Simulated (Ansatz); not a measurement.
The cluster Zn2S⁺, relaxed as a doublet with UKS r2SCAN-D4/def2-TZVP in Ansatz, starting from the GFN1-xTB geometry. Force threshold 0.02 eV/Å.

The structure comes from a short search, and lower isomers may exist.

Start:

```
atom   x (Å)   y (Å)   z (Å)
 Zn1   1.405  -0.265   0.846
 Zn2  -0.903  -0.764  -0.913
  S3  -0.502   1.030   0.067
```

Problem. Estimate the energy that the relaxation releases and the steps that it takes.

Solution. 5.9 kcal/mol, in 10 steps; 33 s on 4 threads of Arm Neoverse V1 on a shared host. No frequencies were taken in this run, so the end may be a saddle point.

Problem. Does the start keep its bonding and symmetry?

Solution. By distances, no bond broke or formed. The bond that changes most is Zn1–S3, from 2.43 to 2.18 Å (atoms count from 1). The end is the same structure that another start reached, the lowest one found. Point group Cs at the start, C2v at the end, both within 0.05 Å.

Problem. Predict the relaxed structure.

Solution. 
```xyz
3

Zn    1.538    0.021    1.050
Zn   -1.254   -0.758   -1.149
S    -0.284    0.738    0.099
```
Bond lengths (bridged metal pairs left out): 2 × S–Zn 2.18 Å.
